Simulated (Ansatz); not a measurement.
SiO3H2. Total charge 0; singlet. Geometry PBE-D4/def2-TZVP.

Cartesian coordinates in Å:
```
Si -0.0874 -0.3837 0.6529
O -0.0350 1.0174 -0.7346
O 1.2169 0.3772 -0.1533
O -0.5504 -0.1244 2.0853
H -0.0462 0.6388 -1.6434
H -0.4980 -1.5253 -0.2068
```

HSE06 is defined as in plane-wave codes, on full-range PBE exchange. The structure holds 1 bond(s) between oxygen atoms. Another isomer (singlet) lies 4.88 eV lower at PBE0-D4/def2-TZVP; other spin states weren't run for this one.

**Question.** Estimate the orbital energies around the gap (eV) in Ansatz with HF/def2-TZVP, PBE-D4/def2-TZVP, r2SCAN-D4/def2-TZVP, PBE0-D4/def2-TZVP, HSE06-D4/def2-TZVP.

**Answer.** 
```tsv
orbital	HF/def2-TZVP	PBE-D4/def2-TZVP	r2SCAN-D4/def2-TZVP	PBE0-D4/def2-TZVP	HSE06-D4/def2-TZVP
HOMO−9	-33.51	-22.55	-23.83	-25.51	-25.09
HOMO−8	-21.97	-15.01	-15.56	-16.97	-16.56
HOMO−7	-20.82	-13.71	-14.20	-15.69	-15.27
HOMO−6	-17.96	-12.52	-12.97	-14.22	-13.81
HOMO−5	-16.52	-10.49	-10.95	-12.21	-11.80
HOMO−4	-16.19	-9.54	-9.98	-11.41	-11.00
HOMO−3	-15.31	-8.53	-8.95	-10.39	-9.98
HOMO−2	-13.86	-7.92	-8.31	-9.62	-9.21
HOMO−1	-12.16	-7.12	-7.40	-8.55	-8.14
HOMO	-12.13	-6.66	-6.96	-8.21	-7.80
LUMO	1.71	-3.95	-3.66	-2.49	-2.88
LUMO+1	2.94	-1.41	-1.00	-0.42	-0.79
LUMO+2	3.66	-1.05	-0.58	-0.08	-0.46
LUMO+3	4.06	-0.54	0.06	0.39	0.02
LUMO+4	5.15	1.41	2.07	2.27	1.90
LUMO+5	6.38	2.73	3.45	3.64	3.27
```
